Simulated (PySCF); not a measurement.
Electron correlation in B⁺ (boron, charge +1)

[He] 2s1 2p1, high-spin 3P determinant (an excited configuration). Computed with PySCF 2.14 in dyall-acv3z, with the spin-free X2C one-electron Hamiltonian (Gaussian nucleus). Frozen: nothing; 4 electrons correlated; the 5 highest virtual orbitals of each spin left out.

| level | correlation energy (mhartree) |
| --- | --- |
| CCSD | -51.74 |
| (T) | -0.05 |
| CCSD(T) | -51.79 |

Diagnostics: T1 = 0.0019, D1 = 0.0048, largest double amplitude 0.027.

Cost of the coupled-cluster step: roughly 9 core-seconds, for 4 correlated electrons.
